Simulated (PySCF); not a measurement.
`CC[C]1C=CN=CC1` [radical] (doublet state). Method: PBE0-D3(BJ)/def2-SVP geometry optimisation, gas phase in PySCF.

```
atom  x, y, z in Å
C1     2.2163   -0.0004   -0.9638
C2     1.4825    0.5466    0.2607
C3     0.0109    0.2741    0.2577
C4    -0.9303    1.2608    0.1347
C5    -2.3138    0.9590    0.1346
N6    -2.7902   -0.3029    0.2588
C7    -1.9455   -1.2796    0.3794
C8    -0.4534   -1.1443    0.3921
H9     2.1043   -1.0918   -1.0554
H10    1.8295    0.4536   -1.8889
H11    3.2937    0.2146   -0.9038
H12    1.6468    1.6335    0.3327
H13    1.9262    0.1024    1.1718
H14   -0.6142    2.3040    0.0387
H15   -3.0574    1.7550    0.0349
H16   -2.3610   -2.2919    0.4804
H17   -0.0199   -1.7816   -0.4087
H18   -0.0422   -1.5985    1.3208
```

(1) Which two atoms are farthest apart?

(2) Where is the centre of mass (commonest isotopes), and what is the radius of gyration?

(3) Give the dihedral angles C2–C3–C4–C5, N6–C7–C8–H18, C5–N6–C7–H16, H13–C2–C3–C4.

(4) What is the repulsion energy of the bare nuclei, Σ ZA·ZB/RAB?

(5) What are the angles C4–C5–H15, C4–C5–N6, C8–C7–H16, C3–C8–H17?

(6) Write the matrix of distances between heavy atoms (Å, lower triangle).

## Answers

(1) H11···H15, 6.60 Å; the next longest distance is 6.34 Å.

(2) Mass 108.081 u; centre at (-0.532, 0.026, 0.091) Å; Rg = √(Σ m r²/M) = 2.035 Å. As Ia + Ib + Ic = 2 Σ m r², the three principal moments sum to 895.5 u·Å².

(3) C2–C3–C4–C5 180° (antiperiplanar); N6–C7–C8–H18 124° (anticlinal); C5–N6–C7–H16 180° (antiperiplanar); H13–C2–C3–C4 126° (anticlinal). Dihedral signs follow IUPAC: positive where, seen along the central bond, the front bond turns clockwise onto the rear one.

(4) 351.46 Eh over 153 pairs, with full nuclear charges and distances in bohr; the largest single term is 17.14 Eh (N6 with C7).

(5) From the scalar product of the two bond vectors; for C4–C5–H15 it is -0.7885 Å² over 1.4160 × 1.0938 Å², cos θ = -0.5091. C4–C5–H15 120.6°; C4–C5–N6 122.8°; C8–C7–H16 117.3°; C3–C8–H17 110.9°.

(6) 
```
C1    0.000
C2    1.529  0.000
C3    2.536  1.497  0.000
C4    3.563  2.519  1.369  0.000
C5    4.759  3.821  2.427  1.416  0.000
N6    5.162  4.356  2.860  2.433  1.355  0.000
C7    4.556  3.886  2.501  2.747  2.282  1.297  0.000
C8    3.205  2.574  1.498  2.465  2.820  2.487  1.498  0.000
```

Not checked by PBE0-D3(BJ)/def2-SVP frequencies. ⟨S²⟩ = 0.800 (exact for a doublet: 0.75).

One conformer stands for the species.
